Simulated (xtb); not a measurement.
Input for xtb: GFN2-xTB on H3IS (a complex), monomers drawn apart or pushed together.

```
$ xtb mol.xyz --gfn 2 --sp --chrg 0 --uhf 0
5

S     -0.09462111     0.07228081     0.10211770
H      0.05622807     1.40178412     0.21974022
H     -1.39045405     0.12642748     0.45124834
I      0.72859396    -0.18240860     3.86452175
H      0.45088068    -0.15822208     2.25502094
```

Output:

```
[...]
           -------------------------------------------------
          |                Calculation Setup                |
           -------------------------------------------------



molecular fragmentation (1/2 indicates fragments):
11122
# atoms in fragment 1/2:     3     2
 fragment masses (1/2) :       34.08      127.91
CMA distance (Bohr)    :   7.264
constraining FC (au)   :  0.0500

           -------------------------------------------------
          |                 G F N 2 - x T B                 |
           -------------------------------------------------

        Reference                      10.1021/acs.jctc.8b01176
      * Hamiltonian:
        H0-scaling (s, p, d)           1.850000    2.230000    2.230000
        zeta-weighting                 0.500000
      * Dispersion:
        s8                             2.700000
        a1                             0.520000
        a2                             5.000000
        s9                             5.000000
      * Repulsion:
        kExp                           1.500000    1.000000
        rExp                           1.000000
      * Coulomb:
        alpha                          2.000000
        third order                    shell-resolved
        anisotropic                    true
        a3                             3.000000
        a5                             4.000000
        cn-shift                       1.200000
        cn-exp                         4.000000
        max-rad                        5.000000


          ...................................................
          :                      SETUP                      :
          :.................................................:
          :  # basis functions                  23          :
          :  # atomic orbitals                  21          :
          :  # shells                            9          :
          :  # electrons                        16          :
          :  max. iterations                   250          :
          :  Hamiltonian                  GFN2-xTB          :
          :  restarted?                      false          :
          :  GBSA solvation                  false          :
          :  PC potential                    false          :
          :  electronic temp.          300.0000000     K    :
          :  accuracy                    1.0000000          :
          :  -> integral cutoff          0.2500000E+02      :
          :  -> integral neglect         0.1000000E-07      :
          :  -> SCF convergence          0.1000000E-05 Eh   :
          :  -> wf. convergence          0.1000000E-03 e    :
          :  Broyden damping             0.4000000          :
          :  net charge                          0          :
          :  unpaired electrons                  0          :
          ...................................................

 iter      E             dE          RMSdq      gap      omega  full diag
   1     -8.6057908 -0.860579E+01  0.723E+00    5.68       0.0  T
   2     -8.6068694 -0.107864E-02  0.411E+00    5.28       1.0  T
   3     -8.6072395 -0.370098E-03  0.441E-01    4.81       1.0  T
   4     -8.6072794 -0.398529E-04  0.260E-01    4.83       1.0  T
   5     -8.6073001 -0.207292E-04  0.109E-01    4.80       1.0  T
   6     -8.6073026 -0.248697E-05  0.577E-02    4.80       1.0  T
   7     -8.6073031 -0.522200E-06  0.109E-02    4.81       4.1  T
   8     -8.6073031 -0.939816E-08  0.222E-03    4.81      20.2  T
   9     -8.6073031 -0.813420E-09  0.131E-03    4.81      34.0  T
  10     -8.6073031 -0.214982E-09  0.398E-04    4.81     112.2  T
  11     -8.6073031 -0.701750E-10  0.174E-04    4.81     256.5  T

   *** convergence criteria satisfied after 11 iterations ***

         #    Occupation            Energy/Eh            Energy/eV
      -------------------------------------------------------------
         1        2.0000           -0.7525730             -20.4786
         2        2.0000           -0.7263797             -19.7658
         3        2.0000           -0.5365422             -14.6001
         4        2.0000           -0.5189581             -14.1216
         5        2.0000           -0.5024373             -13.6720
         6        2.0000           -0.4207733             -11.4498
         7        2.0000           -0.4075227             -11.0893
         8        2.0000           -0.4074868             -11.0883 (HOMO)
         9                         -0.2308702              -6.2823 (LUMO)
        10                         -0.1836318              -4.9969
        11                         -0.1349779              -3.6729
        12                         -0.0615234              -1.6741
        13                         -0.0509761              -1.3871
       ...                                ...                  ...
        21                          0.7018414              19.0981
      -------------------------------------------------------------
                  HL-Gap            0.1766165 Eh            4.8060 eV
             Fermi-level           -0.3191785 Eh           -8.6853 eV

 SCC (total)                   0 d,  0 h,  0 min,  0.003 sec
 SCC setup                      ...        0 min,  0.000 sec (  3.426%)
 Dispersion                     ...        0 min,  0.000 sec (  1.144%)
 classical contributions        ...        0 min,  0.000 sec (  0.501%)
 integral evaluation            ...        0 min,  0.000 sec ( 14.589%)
 iterations                     ...        0 min,  0.002 sec ( 60.357%)
 molecular gradient             ...        0 min,  0.000 sec ( 17.698%)
 printout                       ...        0 min,  0.000 sec (  1.984%)

         :::::::::::::::::::::::::::::::::::::::::::::::::::::
         ::                     SUMMARY                     ::
         :::::::::::::::::::::::::::::::::::::::::::::::::::::
         :: total energy              -8.583357195113 Eh    ::
         :: gradient norm              0.021841974457 Eh/a0 ::
         :: HOMO-LUMO gap              4.805980555335 eV    ::
         ::.................................................::
         :: SCC energy                -8.607302954677 Eh    ::
         :: -> isotropic ES            0.012387942106 Eh    ::
         :: -> anisotropic ES          0.000599499589 Eh    ::
         :: -> anisotropic XC          0.003271453855 Eh    ::
         :: -> dispersion             -0.001972907376 Eh    ::
         :: repulsion energy           0.023945759564 Eh    ::
         :: add. restraining           0.000000000000 Eh    ::
         :: total charge               0.000000000000 e     ::
         :::::::::::::::::::::::::::::::::::::::::::::::::::::

           -------------------------------------------------
          |                Property Printout                |
           -------------------------------------------------

    * Orbital Energies and Occupations

         #    Occupation            Energy/Eh            Energy/eV
      -------------------------------------------------------------
         1        2.0000           -0.7525730             -20.4786
         2        2.0000           -0.7263797             -19.7658
         3        2.0000           -0.5365422             -14.6001
         4        2.0000           -0.5189581             -14.1216
         5        2.0000           -0.5024373             -13.6720
         6        2.0000           -0.4207733             -11.4498
         7        2.0000           -0.4075227             -11.0893
         8        2.0000           -0.4074868             -11.0883 (HOMO)
         9                         -0.2308702              -6.2823 (LUMO)
        10                         -0.1836318              -4.9969
        11                         -0.1349779              -3.6729
Note: The following floating-point exceptions are signalling: IEEE_DENORMAL
normal termination of xtb
        12                         -0.0615234              -1.6741
        13                         -0.0509761              -1.3871
        14                         -0.0470263              -1.2797
        15                          0.0278717               0.7584
        16                          0.0279150               0.7596
        17                          0.0421458               1.1468
        18                          0.0421463               1.1469
        19                          0.2369562               6.4479
       ...                                ...                  ...
        21                          0.7018414              19.0981
      -------------------------------------------------------------
                  HL-Gap            0.1766165 Eh            4.8060 eV
             Fermi-level           -0.3191785 Eh           -8.6853 eV

     #   Z          covCN         q      C6AA      α(0)
     1  16 S        1.854    -0.304   154.239    20.903
     2   1 H        0.922     0.178     1.217     1.725
     3   1 H        0.922     0.178     1.217     1.725
     4  53 I        0.917    -0.247   390.441    34.110
     5   1 H        0.915     0.195     1.126     1.660

 Mol. C6AA /au·bohr⁶  :       1255.552210
 Mol. C8AA /au·bohr⁸  :      82710.067931
 Mol. α(0) /au        :         60.123311


Wiberg/Mayer (AO) data.
largest (>0.10) Wiberg bond orders for each atom

 ---------------------------------------------------------------------------
     #   Z sym  total        # sym  WBO       # sym  WBO       # sym  WBO
 ---------------------------------------------------------------------------
     1  16 S    2.041 --     2 H    0.966     3 H    0.966
     2   1 H    0.968 --     1 S    0.966
     3   1 H    0.968 --     1 S    0.966
     4  53 I    0.953 --     5 H    0.902
     5   1 H    0.962 --     4 I    0.902
 ---------------------------------------------------------------------------

Topologies differ in total number of bonds
Writing topology from bond orders to xtbtopo.mol

molecular dipole:
                 x           y           z       tot (Debye)
 q only:       -0.569       0.500      -0.806
   full:       -0.711       0.587      -1.216       3.878
molecular quadrupole (traceless):
                xx          xy          yy          xz          yz          zz
 q only:        5.016       0.020       5.537      -3.235       0.896     -10.553
  q+dip:        7.463      -0.095       8.078      -4.138       0.636     -15.540
   full:        7.217       0.043       7.801      -4.090       0.699     -15.018


           -------------------------------------------------
          | TOTAL ENERGY               -8.583357195113 Eh   |
          | GRADIENT NORM               0.021841974457 Eh/α |
          | HOMO-LUMO GAP               4.805980555335 eV   |
           -------------------------------------------------

------------------------------------------------------------------------
------------------------------------------------------------------------
 total:
 SCF:
```

The run finished.

Cost: very roughly 0.020 core-seconds.
